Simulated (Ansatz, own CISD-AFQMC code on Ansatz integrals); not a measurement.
H5BSi2, SMILES `[SiH2]=B[SiH3]` (charge 0, multiplicity 1).

Cartesian coordinates (Å):
SMILES: [SiH2]=B[SiH3]
```xyz
8

Si     2.1175    -0.1548    -0.0233
B      0.2886    -0.0986     0.0423
Si    -1.6703     0.0765     0.0460
H      2.9002     0.9018    -0.6999
H      2.8872    -1.2563     0.5941
H     -2.2550     0.2116     1.4070
H     -1.8985     1.3480    -0.7027
H     -2.3696    -1.0280    -0.6636
```
Charge 0, spin multiplicity 1.

Frozen-core energies in cc-pVDZ from Ansatz (a program for electronic structure) at a geometry from PBE0-D3(BJ)/def2-TZVP; the HF reference has <S^2> = 0.00 (restricted, and unstable towards unrestricted orbitals) and the T1 diagnostic is 0.017.

```json
[
 {"level": "HF", "energy (Ha)": "-605.33869", "difference from CCSDT(Q) (mHa)": "346.07"},
 {"level": "MP2", "energy (Ha)": "-605.61114", "difference from CCSDT(Q) (mHa)": "73.62"},
 {"level": "CCSD", "energy (Ha)": "-605.67044", "difference from CCSDT(Q) (mHa)": "14.32"},
 {"level": "CCSD(T)", "energy (Ha)": "-605.68210", "difference from CCSDT(Q) (mHa)": "2.66"},
 {"level": "CCSDT", "energy (Ha)": "-605.68401", "difference from CCSDT(Q) (mHa)": "0.74"},
 {"level": "phaseless AFQMC, CISD trial (own CISD-AFQMC code on Ansatz integrals; ±0.39 mHa)", "energy (Ha)": "-605.68457", "difference from CCSDT(Q) (mHa)": "0.18"},
 {"level": "CCSDT(Q)", "energy (Ha)": "-605.68475", "difference from CCSDT(Q) (mHa)": "0.00"}
]
```
